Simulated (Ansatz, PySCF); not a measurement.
The pair A = N2 (SMILES N#N) (first 2 atoms), B = CH3Cl (SMILES CCl); geometry from B3LYP-D3(BJ)/def2-TZVP.
(charge 0, multiplicity 1):
```json
[
 {"atom": "N", "x (Å)": "0.2185", "y (Å)": "-0.3765", "z (Å)": "-0.1640"},
 {"atom": "N", "x (Å)": "1.1023", "y (Å)": "0.0834", "z (Å)": "-0.6076"},
 {"atom": "C", "x (Å)": "-0.9522", "y (Å)": "-0.6640", "z (Å)": "3.0712"},
 {"atom": "Cl", "x (Å)": "0.4335", "y (Å)": "0.4577", "z (Å)": "3.2801"},
 {"atom": "H", "x (Å)": "-0.5651", "y (Å)": "-1.6308", "z (Å)": "2.7649"},
 {"atom": "H", "x (Å)": "-1.4720", "y (Å)": "-0.7422", "z (Å)": "4.0212"},
 {"atom": "H", "x (Å)": "-1.6069", "y (Å)": "-0.2587", "z (Å)": "2.3064"}
]
```

Correlated levels freeze the cores. Rows in 6-31G* carry no dispersion term and start afresh at each structure (6-31G* with six Cartesian d functions).

Codes used: Ansatz (an electronic-structure program); PySCF for 6-31G* rows. 

Total energies (hartree), monomers frozen at their geometry in the pair:

```
structure                 HF/6-31G*  HF/aug-cc-pV(D+d)Z  MP2/aug-cc-pV(D+d)Z
---------------------  ------------  ------------------  -------------------
AB                     -608.0362921        -608.0850751         -608.7092474
A in the pair's basis  -108.9437715        -108.9615248         -109.2769693
B in the pair's basis  -499.0930722        -499.1242108         -499.4308594
A                      -108.9434249        -108.9614006         -109.2764770
B                      -499.0929791        -499.1240411         -499.4303574
```

### Question
Work out the interaction energy without and with the counterpoise correction, and the superposition error, for each level.

### Answer

E(AB) − E(A) − E(B), times 627.509 kcal/mol, with the monomers in their own basis and then in the pair's basis:
- HF/6-31G*: 0.07 uncorrected, 0.35 corrected; the monomers gain 0.28 kcal/mol from borrowed functions
- HF/aug-cc-pV(D+d)Z: 0.23 uncorrected, 0.41 corrected; the monomers gain 0.18 kcal/mol from borrowed functions
- MP2/aug-cc-pV(D+d)Z: -1.51 uncorrected, -0.89 corrected; the monomers gain 0.62 kcal/mol from borrowed functions
